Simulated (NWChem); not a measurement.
System: C₃H₄ClF; SMILES C/C=C(\F)Cl

Excerpt of the output:

```
             Northwest Computational Chemistry Package (NWChem) 7.3.0
             --------------------------------------------------------

 CS  symmetry detected

                             Geometry "geometry" -> ""
                             -------------------------

 Output coordinates in angstroms (scale by  1.889725989 to convert to a.u.)

  No.       Tag          Charge          X              Y              Z
 ---- ---------------- ---------- -------------- -------------- --------------
    1 C                    6.0000    -0.33093381     2.39373027     0.00000000
    2 C                    6.0000    -0.73487756     0.94740449     0.00000000
    3 C                    6.0000     0.13177001    -0.05989393     0.00000000
    4 F                    9.0000     1.45915262     0.11126998     0.00000000
    5 Cl                  17.0000    -0.29606876    -1.74771277     0.00000000
    6 H                    1.0000    -0.73015332     2.90990415    -0.88239000
    7 H                    1.0000     0.75583040     2.50534148     0.00000000
    8 H                    1.0000    -0.73015332     2.90990415     0.88239000
    9 H                    1.0000    -1.79048027     0.69709255     0.00000000

 Effective nuclear repulsion energy (a.u.)     212.0639765498

      Symmetry information
      --------------------

 Group name             Cs
 Group number              2
 Group order               2
 No. of unique centers     8

  pbe96 is a nonlocal functional; adding pw91lda local functional.

                                 NWChem DFT Module
                                 -----------------

 Summary of "ao basis" -> "ao basis" (spherical)
 ------------------------------------------------------------------------------
       Tag                 Description            Shells   Functions and Types
 ---------------- ------------------------------  ------  ---------------------
 C                           6-31g*                  6       14   3s2p1d
 F                           6-31g*                  6       14   3s2p1d
 Cl                          6-31g*                  8       18   4s3p1d
 H                           6-31g*                  2        2   2s

      Symmetry analysis of basis
      --------------------------

        a'         59
        a"         23

            General Information
            -------------------
          SCF calculation type: DFT
          Wavefunction type:  closed shell.
          No. of atoms     :     9
          No. of electrons :    48
           Alpha electrons :    24
            Beta electrons :    24
          Charge           :     0
          Spin multiplicity:     1
          Use of symmetry is: on ; symmetry adaption is: on
          Maximum number of iterations: 150
          AO basis - number of functions:    82
                     number of shells:    40
          Convergence on energy requested:  1.00D-06
          Convergence on density requested:  1.00D-05
          Convergence on gradient requested:  5.00D-04

              XC Information
              --------------
          PerdewBurkeErnzerhof Exchange Functional  1.000
            Perdew 1991 LDA Correlation Functional  1.000 local
           PerdewBurkeErnz. Correlation Functional  1.000 non-local

             Grid Information
             ----------------
          Grid used for XC integration:  medium
          Radial quadrature: Mura-Knowles
          Angular quadrature: Lebedev.
          Tag              B.-S. Rad. Rad. Pts. Rad. Cut. Ang. Pts.
          ---              ---------- --------- --------- ---------
          C                   0.70       49          11.0       434
          F                   0.50       49          10.0       434
          Cl                  1.00       88          11.0       590
          H                   0.35       45          12.0       434
          Grid pruning is: on
          Number of quadrature shells:   419
          Spatial weights used:  Erf1

      Superposition of Atomic Density Guess
      -------------------------------------

 Sum of atomic energies:        -673.79660734

      Non-variational initial energy
      ------------------------------

 Total energy =    -676.040307
 1-e energy   =   -1349.609130
 2-e energy   =     461.504846
 HOMO         =      -0.237653
 LUMO         =       0.091127

      Symmetry analysis of molecular orbitals - initial
      -------------------------------------------------

  Numbering of irreducible representations:

     1 a'          2 a"

  Orbital symmetries:

     1 a'          2 a'          3 a'          4 a'          5 a'
     6 a'          7 a'          8 a'          9 a"         10 a'
    11 a'         12 a'         13 a'         14 a'         15 a'
    16 a"         17 a'         18 a'         19 a"         20 a'
    21 a"         22 a'         23 a'         24 a"         25 a"
    26 a'         27 a'         28 a'         29 a'         30 a"
    31 a'         32 a'         33 a'         34 a'

     ---------------------------------------------
      Total Density - Mulliken Population Analysis
     ---------------------------------------------

    Atom       Charge   Shell Charges
 -----------   ------   -------------------------------------------------------
    1 C    6     6.68   2.00  0.71  2.04  0.67  1.22  0.03
    2 C    6     6.44   2.00  0.73  2.02  0.55  1.11  0.03
    3 C    6     5.21   2.00  0.66  1.40  0.44  0.63  0.08
    4 F    9     9.44   2.00  0.94  3.38  1.01  2.10  0.01
    5 Cl  17    17.16   2.00  2.00  5.98  1.38  3.62  0.53  1.63  0.02
    6 H    1     0.77   0.47  0.30
    7 H    1     0.77   0.47  0.30
    8 H    1     0.77   0.47  0.30
    9 H    1     0.76   0.46  0.30

   convergence    iter        energy       DeltaE   RMS-Dens  Diis-err
 ---------------- ----- ----------------- --------- --------- ---------
 d= 0,ls=0.0,diis     1   -676.1618959014 -8.88D+02  1.96D-02  1.00D+00
 d= 0,ls=0.0,diis     2   -675.9011484336  2.61D-01  1.46D-02  3.41D+00
 d= 0,ls=0.0,diis     3   -676.2633469657 -3.62D-01  4.85D-03  7.79D-02
 d= 0,ls=0.0,diis     4   -676.2621154996  1.23D-03  2.75D-03  8.93D-02
 d= 0,ls=0.0,diis     5   -676.2741569633 -1.20D-02  3.44D-04  1.70D-03
  Resetting Diis
 d= 0,ls=0.0,diis     6   -676.2742757061 -1.19D-04  1.67D-04  1.62D-04
 d= 0,ls=0.0,diis     7   -676.2742957450 -2.00D-05  9.01D-05  1.03D-05
 d= 0,ls=0.0,diis     8   -676.2742934192  2.33D-06  5.48D-05  3.22D-05
 d= 0,ls=0.0,diis     9   -676.2742970405 -3.62D-06  8.99D-06  5.67D-07
 d= 0,ls=0.0,diis    10   -676.2742970907 -5.02D-08  2.98D-06  9.69D-08

         Total DFT energy =     -676.274297090716
      One electron energy =    -1352.189100857398
           Coulomb energy =      519.883731038517
    Exchange-Corr. energy =      -56.032903821596
 Nuclear repulsion energy =      212.063976549761

 Numeric. integr. density =       48.000009253758

                  Occupations of the irreducible representations
                  ----------------------------------------------

                     irrep           alpha         beta
                     --------     --------     --------
                     a'               19.0         19.0
                     a"                5.0          5.0

                       DFT Final Molecular Orbital Analysis
                       ------------------------------------

 Vector   22  Occ=2.000000D+00  E=-3.060716D-01  Symmetry=a"
              MO Center=  3.8D-03, -1.2D+00,  1.3D-16, r^2= 2.2D+00
   Bfn.  Coefficient  Atom+Function         Bfn.  Coefficient  Atom+Function
  ----- ------------  ---------------      ----- ------------  ---------------
    65      0.632208  5 Cl pz                69      0.326974  5 Cl pz
    47     -0.290514  4 F  pz                61     -0.247958  5 Cl pz
    51     -0.211525  4 F  pz                33      0.145593  3 C  pz
    37      0.072059  3 C  pz                19      0.069057  2 C  pz
     5     -0.049817  1 C  pz                23      0.047758  2 C  pz

 Vector   23  Occ=2.000000D+00  E=-2.851549D-01  Symmetry=a'
              MO Center= -2.1D-01, -1.5D+00,  1.2D-14, r^2= 1.9D+00
   Bfn.  Coefficient  Atom+Function         Bfn.  Coefficient  Atom+Function
  ----- ------------  ---------------      ----- ------------  ---------------
    63      0.693841  5 Cl px                67      0.352508  5 Cl px
    59     -0.270449  5 Cl px                46      0.170144  4 F  py
    64     -0.160620  5 Cl py                50      0.120372  4 F  py
    18     -0.095062  2 C  py                 4      0.091373  1 C  py
    20      0.090710  2 C  s                 68     -0.090398  5 Cl py

 Vector   24  Occ=2.000000D+00  E=-2.105288D-01  Symmetry=a"
              MO Center= -2.5D-01,  2.9D-01, -2.7D-16, r^2= 2.9D+00
   Bfn.  Coefficient  Atom+Function         Bfn.  Coefficient  Atom+Function
  ----- ------------  ---------------      ----- ------------  ---------------
    19      0.389258  2 C  pz                33      0.342574  3 C  pz
    65     -0.334515  5 Cl pz                23      0.301025  2 C  pz
    47     -0.229103  4 F  pz                69     -0.200884  5 Cl pz
    37      0.186879  3 C  pz                51     -0.178297  4 F  pz
    61      0.128197  5 Cl pz                76      0.114583  6 H  s

 Vector   25  Occ=0.000000D+00  E=-1.382369D-02  Symmetry=a"
              MO Center= -2.7D-01,  4.5D-01, -1.4D-16, r^2= 2.4D+00
   Bfn.  Coefficient  Atom+Function         Bfn.  Coefficient  Atom+Function
  ----- ------------  ---------------      ----- ------------  ---------------
    23      0.559696  2 C  pz                37     -0.553330  3 C  pz
    33     -0.510530  3 C  pz                19      0.427410  2 C  pz
    76      0.216044  6 H  s                 80     -0.216044  8 H  s
    47      0.191841  4 F  pz                51      0.181957  4 F  pz
    69      0.175385  5 Cl pz                65      0.163228  5 Cl pz

[...]
```

Level: PBE/6-31G* (spherical d). Geometry: optimised at B3LYP/6-31G* (spherical d).

**Question.** Write an input that gives this output.

**Answer.** One answer among several that fit: the input that was run:
```
start job
memory heap 200 mb stack 900 mb global 1100 mb
geometry units angstroms noautoz
  C     -0.335025     2.382772     0.000000
  C     -0.736345     0.935716     0.000000
  C      0.132128    -0.070009     0.000000
  F      1.459198     0.103562     0.000000
  Cl    -0.292649    -1.758601     0.000000
  H     -0.735180     2.898221    -0.882390
  H      0.751535     2.496354     0.000000
  H     -0.735180     2.898221     0.882390
  H     -1.791492     0.683490     0.000000
end
basis spherical
  * library 6-31g*
end
dft
  xc xpbe96 cpbe96
  iterations 150
  mulliken
end
task dft energy
```
